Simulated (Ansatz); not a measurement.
Computed with Ansatz on PBE0-D4/def2-TZVP structures; ΔE is electronic, products minus reactants. CBS: MP2 limit from def2 TZ/QZ plus the TZ coupled-cluster correction, frozen cores. This one scheme is used for every species. DFT in def2-TZVPP. B3LYP here is the variant with VWN-RPA as its local correlation; programs differ in this. One conformer a species, not always the lowest.

Consider the ligand exchange at the Al–C bond: `O[CH2][Al]([OH])[Cl]` + H–F → `[OH][Al]([F])[Cl]` + CH₃OH.

```json
{"level": "PBE-D4", "ΔE (kJ/mol)": "-177.7", "difference from CCSD(T)/CBS": "16.8"}
{"level": "PBE0-D4", "ΔE (kJ/mol)": "-183.8", "difference from CCSD(T)/CBS": "10.7"}
{"level": "B3LYP-D4", "ΔE (kJ/mol)": "-193.8", "difference from CCSD(T)/CBS": "0.7"}
{"level": "B2PLYP", "ΔE (kJ/mol)": "-201.2", "difference from CCSD(T)/CBS": "-6.7"}
{"level": "r2SCAN", "ΔE (kJ/mol)": "-197.3", "difference from CCSD(T)/CBS": "-2.8"}
{"level": "MP2/def2-TZVPP", "ΔE (kJ/mol)": "-197.3", "difference from CCSD(T)/CBS": "-2.8"}
{"level": "HF/def2-QZVPP", "ΔE (kJ/mol)": "-224.3", "difference from CCSD(T)/CBS": "-29.8"}
{"level": "MP2/def2-QZVPP", "ΔE (kJ/mol)": "-197.8", "difference from CCSD(T)/CBS": "-3.3"}
{"level": "SCS-MP2/def2-QZVPP", "ΔE (kJ/mol)": "-203.0", "difference from CCSD(T)/CBS": "-8.5"}
{"level": "HF/CBS(def2)", "ΔE (kJ/mol)": "-224.7", "difference from CCSD(T)/CBS": "-30.2"}
{"level": "CCSD(T)/CBS", "ΔE (kJ/mol)": "-194.5", "difference from CCSD(T)/CBS": "0"}
```

Largest T1 diagnostic among the species: 0.011.

In def2-TZVPP, CCSD(T) changes the Hartree–Fock value by +26.1 kJ/mol (the triples alone add +4.3 kJ/mol) and MP2 by +24.1 kJ/mol. From PBE to PBE0 (25 % exact exchange), in def2-TZVPP and without D4, ΔE moves by −5.8 kJ/mol.
